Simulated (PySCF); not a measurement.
## Energy of V²⁺ (vanadium, charge +2) between two integer charges

The 3d alpha orbital of [Ar] 3d3 is emptied in steps (occupation f), with all orbitals relaxed, ending at [Ar] 3d2. All numbers are calculated (PySCF 2.14, the spin-free X2C one-electron Hamiltonian (Gaussian nucleus), in x2c-TZVPall). The exact energy is a straight line in f; departures are measured from the line between the end points of the same method.

Problem. Among PBE0, r2SCAN, LC-wPBE, which shows the largest delocalisation error (convex curve), and which is closest to linear?

Solution. Most convex: r2SCAN (-1.784 eV at f = 0.5); closest to linear: LC-wPBE (-0.642 eV).

```json
{"f": "1", "PBE0 (eV)": "0.000", "r2SCAN (eV)": "0.000", "LC-wPBE (eV)": "0.000"}
{"f": "0.9", "PBE0 (eV)": "-0.474", "r2SCAN (eV)": "-0.636", "LC-wPBE (eV)": "-0.224"}
{"f": "0.7", "PBE0 (eV)": "-1.113", "r2SCAN (eV)": "-1.492", "LC-wPBE (eV)": "-0.531"}
{"f": "0.5", "PBE0 (eV)": "-1.333", "r2SCAN (eV)": "-1.784", "LC-wPBE (eV)": "-0.642"}
{"f": "0.3", "PBE0 (eV)": "-1.126", "r2SCAN (eV)": "-1.503", "LC-wPBE (eV)": "-0.547"}
{"f": "0.1", "PBE0 (eV)": "-0.485", "r2SCAN (eV)": "-0.645", "LC-wPBE (eV)": "-0.237"}
{"f": "0", "PBE0 (eV)": "0.000", "r2SCAN (eV)": "0.000", "LC-wPBE (eV)": "0.000"}
```

| method | E(f=0) − E(f=1) (eV) | −ε at f=1 (eV) | −ε at f=0.5 (eV) |
| --- | --- | --- | --- |
| PBE0 | 29.898 | 24.655 | 29.858 |
| r2SCAN | 29.997 | 22.957 | 29.962 |
| LC-wPBE | 29.950 | 27.485 | 29.902 |

Reference removal energy between the ground levels: 29.311 eV (measured; NIST Atomic Spectra Database, ionization energies). The calculation has no spin-orbit coupling. The determinant left behind need not be the lowest term of the ion.
